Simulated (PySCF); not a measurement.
## PmSi: energy against distance

Set-up: PySCF, spin-free X2C with a Gaussian nucleus, basis sets Pm x2c-SVPall, Si x2c-SVPall. Energies in eV from Pm (4f5 6s2) + Si in their ground configurations at the same level. State: octet, about 4.9 electrons in the 4f shell (Mulliken), real f orbitals that mix terms.

All columns are B97-3. A positive dipole means Pm(−)Si(+).

```
R (Å)  E (eV)  μ (D)  Mulliken charge on Pm (basis-dependent)  HOMO (eV)  LUMO (eV)  Mayer bond order   ⟨S²⟩
2.475  -0.919  -3.77                                     0.18      -3.74      -2.36              2.03  15.89
2.590  -1.242  -4.14                                     0.22      -3.79      -2.20              1.92  15.95
2.705  -1.424  -4.46                                     0.25      -3.84      -2.19              1.82  16.00
2.792  -1.493  -4.69                                     0.26      -3.88      -2.26              1.75  16.02
2.878  -1.517  -4.89                                     0.28      -3.91      -2.34              1.68  16.04
2.964  -1.507  -5.06                                     0.29      -3.95      -2.41              1.61  16.06
3.079  -1.456  -5.27                                     0.30      -4.01      -2.49              1.52  16.08
3.223  -1.350  -5.49                                     0.31      -4.07      -2.56              1.41  16.10
3.396  -1.192  -5.71                                     0.31      -4.15      -2.62              1.28  16.11
3.626  -0.966  -5.93                                     0.30      -4.24      -2.65              1.12  16.10
```

A fit through these points gives, at Re = 2.893 Å, μ = -4.92 D and dμ/dR = -2.14 D/Å; the reduced mass is 23.45 u.

How strong is the fundamental in the double-harmonic approximation, I = 42.26·(dμ/dR)²/μred km/mol?

I = 42.26·(-2.14)²/23.45 = 8.25 km/mol at B97-3.

⟨S²⟩ of the unrestricted solution departs from its pure value on part of the curve, where spin states mix. Spin–orbit coupling is left out, which matters for elements this heavy, above all for dissociation energies. The state is the lowest single determinant that the PBE0 search found; with open d or f shells the true ground state can be another one.
